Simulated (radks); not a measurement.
The numbers below are computed, except where a source is named.
Q: Species: the rhodium ion Rh2+. Configuration: [Kr] 4d7. Level of theory: Dirac Kohn-Sham, PBE, spin-unpolarised, spherical densities, point nucleus; open shells fill j = l - 1/2 first (a radial shooting solver on a logarithmic mesh with Libxc functionals).

Spin-orbit splittings of the eigenvalues, e(l+1/2) - e(l-1/2), with zeta = 2 splitting/(2l+1) and mean radii in bohr:

shell  occ.  splitting (eV)  zeta (eV)  <r> j=l-1/2  <r> j=l+1/2
2p        6               ?          ?       0.1203       0.1252
3p        6           24.88      16.59       0.3830       0.3938
3d       10           4.907      1.963       0.3683       0.3718
4p        6           3.935      2.624        1.055        1.085
4d        7          0.4447     0.1779        1.436        1.452

Estimate the 2p splitting.

A: 144.6 eV (zeta = 96.41 eV).
